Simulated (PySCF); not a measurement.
SMILES C=C[Si](C)(F)Cl (PBE0/def2-SVP optimised geometry):

```
12

C     -1.340    -1.696    -2.396
C     -0.555    -2.172    -1.423
Si     0.033    -1.145     0.000
C     -0.562     0.610     0.000
F      1.659    -1.145     0.000
Cl    -0.517    -2.075     1.764
H     -1.689    -0.657    -2.409
H     -1.678    -2.321    -3.229
H     -0.244    -3.224    -1.468
H     -0.142     1.145     0.865
H     -0.242     1.131    -0.915
H     -1.659     0.658     0.069
```

Computed with PBE0/def2-TZVP run with PySCF.

What are the frontier orbital energies and the dipole moment?

HOMO-2 -9.33 eV, HOMO-1 -8.79 eV, HOMO -8.43 eV, LUMO -0.98 eV, LUMO+1 1.00 eV; dipole moment 2.74 D.

On the same geometry PBE/def2-TZVP in PySCF gives HOMO-2 -7.89 eV, HOMO-1 -7.43 eV, HOMO -7.24 eV, LUMO -1.97 eV, LUMO+1 0.19 eV; dipole moment 2.59 D.

Meta-Löwdin charges at PBE0/def2-TZVP: C1 -0.20, C2 -0.38, Si3 1.21, C4 -0.63, F5 -0.51, Cl6 -0.31, H7 0.12, H8 0.13, H9 0.14, H10 0.15, H11 0.14, H12 0.14.
